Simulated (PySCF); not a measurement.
Work out the structure from these simulated measurements.

Formula: C8H7OP.

| Quantity | Value |
| --- | --- |
| UV, first state | lowest singlet excitation: 4.64 eV (267 nm, f = 0.163) [TDDFT PBE0/def2-SVPD] |
| Rotational structure | rotational constants A, B, C: 2.764, 0.919, 0.693 GHz [PBE0-D3(BJ)/def2-SVP] |
| NMR, other nuclei | isotropic shieldings of nuclei other than C and H, by class: 3 (1 O), 211 (1 P) ppm [GIAO PBE0/pcSseg-1] |
| Valence photoelectron | vertical ionisation energy: 8.04 eV [ΔSCF PBE0/def2-SVPD] |
| UV, strongest line | among the 10 lowest singlet transitions: S4 at 5.61 eV (221 nm, f = 0.273) [TDDFT PBE0/def2-SVPD] |
| 13C NMR | chemical shifts (computed TMS as zero) by class: 208.3 (1 C), 163.3 (1 C), 144.8 (1 C), 134.7 (1 C), 131.3 (1 C), 128.0 (1 C), 118.1 (1 C), 21.4 (1 C) ppm [GIAO PBE0/pcSseg-1] |

Gas-phase values; electronic properties from PySCF, density fitting. Levels stand in brackets. Geometry: PBE0-D3(BJ)/def2-SVP; no solvent, vibrations or thermal averaging. Each NMR value is the plain mean over a class of atoms that symmetry, rotation or inversion makes alike.

Question: What is the compound? Reason from the data.

Answer: Numbering: `[CH3:1][c:2]1[o:3][c:4]2[cH:5][cH:6][cH:7][cH:8][c:9]2[p:10]1`. 8 carbons fall into 8 classes; from least to most shielded: substituted aromatic carbon [C2] (208.3 ppm), ring-fusion aromatic carbon [C4] (163.3 ppm), ring-fusion aromatic carbon [C9] (144.8 ppm), aromatic CH carbon [C8] (134.7 ppm), aromatic CH carbon [C6] (131.3 ppm), aromatic CH carbon [C7] (128.0 ppm), aromatic CH carbon [C5] (118.1 ppm), benzylic-type carbon [C1] (21.4 ppm). The other shieldings belong to: 3 ppm, furan-type oxygen [O3]; 211 ppm, phosphorus bonded to 2 C [P10]. S1 is mainly HOMO→LUMO (weight 0.91); the largest Löwdin shares of the orbital it empties are 0.27 on the phosphorus bonded to 2 C, 0.23 on the substituted aromatic carbon, 0.09 on an aromatic CH carbon and 0.08 on an aromatic CH carbon, of the orbital it fills 0.26 on the substituted aromatic carbon, 0.21 on the phosphorus bonded to 2 C, 0.08 on an aromatic CH carbon and 0.08 on the furan-type oxygen. The optimised geometry has point group Cs and is an asymmetric top. Structure: `Cc1oc2ccccc2p1`. Computed isomers that give other values at the same levels: `O=[P@@H]1C=Cc2ccccc21` (lowest singlet excitation: 4.12 eV (301 nm, f = 0.037)). The assignments are read from this structure; whether some other isomer fits the data as well wasn't checked.
